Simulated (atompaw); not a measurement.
# Nb (Z = 41): PAW (atompaw) pseudisation with PBE, scalar-relativistic reference atom.

- Element: Nb
- Generator: atompaw 4.2.0.5
- Type: PAW
- Functional: PBE
- Relativity: scalar-relativistic
- Frozen core: [Ar] 3d10
- Valence charge: 13
- Reference configuration: 4s2 4p6 4d2 5s0 5p0 (charge +3)
- Partial waves: 4s (bound): rc 1.65 bohr; 5s (bound, empty): rc 2.25 bohr; 4p (bound): rc 2.25 bohr; 5p (bound, empty): rc 2.25 bohr; 4d (bound): rc 2.05 bohr; 4d channel at -1.65 Ry: rc 2.05 bohr
- Local potential: bessel scheme, radius 1.70 bohr
- Core correction: smooth core density matched at 2.05 bohr
- Augmentation charge: sinc compensation charge, radius 2.20 bohr; PAW radius 2.25 bohr; waves and projectors: custom polynom gramschmidtortho

- Cutoffs needed: 25 Ry and 40 Ry (the cutoffs (Ry, on a coarse ladder) from which the occupation-weighted sum of valence levels, in a spherical-Bessel basis at the reference potential, stays within 10 and 1 mRy of its value at 400 Ry)
- Ghost test: no extra level below or beside the all-electron valence levels (s, p, d, f tested) (spherical-Bessel basis up to 400 Ry, 20 bohr box)
- Lowest eigenvalue of the overlap operator: 0.58 (s channel)
- Overlap eigenvalues printed by atompaw (projector basis): 0.0724, 0.463, 1.72, 3.45, 20.1, 1.65e+03
- Share of each valence orbital outside the PAW sphere: 4s 1 %, 5s 75 %, 4p 3 %, 5p 86 %, 4d 19 %
